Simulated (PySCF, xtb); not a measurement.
CH2F, SMILES [CH2]F, multiplicity 2.

Harmonic wavenumbers (cm⁻¹) from xtb with GFN2-xTB at its own minimum, in rising order: 332, 1051, 1193, 1322, 3131, 3202.

What does B3LYP-D3(BJ)/def2-TZVPD in PySCF give at its own minimum? (An estimate is asked for; the answer gives what the named calculation found.)

501, 1167, 1175, 1463, 3134, 3292. Paired by order, the mean absolute difference is 89 cm⁻¹ and the zero-point energies are 14.6 and 15.3 kcal/mol.
